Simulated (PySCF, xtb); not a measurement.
C4H7BF2, SMILES F/C(C)=C\B(C)F.

Geometry optimised at B3LYP-D3(BJ)/def2-SVP. The structure was generated by enumeration; whether it is a known compound was not checked. Other conformers were not sampled.

Level of theory: C-PCM-M06-2X/def2-SVP (PySCF 2.14.0).

The values are the electrostatic part of the solvation free energy, E(continuum) − E(gas) at the gas-phase geometry, in a cavity of scaled van der Waals radii (PySCF's table); cavitation and dispersion terms are not included. In vacuum the orbital gap is 8.61 eV. The dipole moment in vacuum is 2.83 D.

| solvent | ε | ΔG(elec) (kcal/mol) | dipole (D) | gap (eV) |
|---|---|---|---|---|
| water | 78.36 | -3.8 | 3.49 | 8.58 |
| n-hexane | 1.88 | -1.7 | 3.11 | 8.60 |
| ethanol | 24.85 | -3.7 | 3.47 | 8.58 |

For comparison, GFN2-xTB/ALPB(water) (xtb, at the GFN2-xTB geometry, all terms of that model) gives -3.9 kcal/mol.
